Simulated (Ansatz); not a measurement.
`C#[C][Ti]([OH])([F])[Cl]` + H₂O → `[OH][Ti]([OH])([F])[Cl]` + `C#C` at 600 K and 1 bar (formal hydrolysis of a Ti–C bond).

Program: Ansatz. Geometries: PBE0-D4/def2-TZVP. ΔE: electronic, gas phase. CBS: MP2 limit from def2 TZ/QZ plus the TZ coupled-cluster correction, frozen cores. This one scheme is used for every species. For Ti outer-core shells are correlated without core-valence functions, which leaves a few kJ/mol of doubt a bond. Scalar relativity is left out up to krypton. Each species was taken in one conformer, which may not be the lowest.

| species | CCSD(T)/CBS energy (Eh) | H − E (kJ/mol) | S (J/(mol·K)) |
| --- | --- | --- | --- |
| `C#[C][Ti]([OH])([F])[Cl]` | -1561.10164 | 159.0 | 488.5 |
| H₂O | -76.37941 | 76.8 | 212.8 |
| `[OH][Ti]([OH])([F])[Cl]` | -1560.29034 | 137.9 | 456.3 |
| `C#C` | -77.22717 | 96.2 | 235.4 |

H − E and S are ideal-gas, rigid-rotor, harmonic terms from PBE0-D4/def2-TZVP, for one conformer and one mirror image of each species. 1 Eh = 2625.50 kJ/mol, R = 8.31446 J/(mol·K).

By hand: ΔE, ΔH, ΔS and ΔG.

ΔE = (-1560.29034) + (-77.22717) − (-1561.10164) − (-76.37941) = -0.03646 Eh = -95.7 kJ/mol. Δ(H − E) = 137.9 + 96.2 − 159.0 − 76.8 = -1.7, so ΔH = -97.4 kJ/mol. ΔS = 456.3 + 235.4 − 488.5 − 212.8 = -9.6 J/(mol·K). ΔG = -97.4 − 600 × (-9.6)/1000 = -91.6 kJ/mol.

By hand: the equilibrium constant, and the temperature at which ΔG would vanish if ΔH and ΔS stayed fixed.

log₁₀ K = −ΔG/(RT ln 10) = 8.0. ΔG = 0 at ΔH/ΔS = 10146 K, far beyond where these terms or the molecules hold.

The number of gas molecules stays the same, so ΔS is small and ΔH decides. A doubt of 5 kJ/mol in ΔE shifts log₁₀ K by 0.4 here. Other conformers and mirror images would add mixing entropy, several J/(mol·K) or more a flexible species. These are equilibria of isolated gas molecules and say nothing of rates. Largest T1 diagnostic: 0.024 (customary marks: 0.02 for closed shells, 0.045 for open ones).
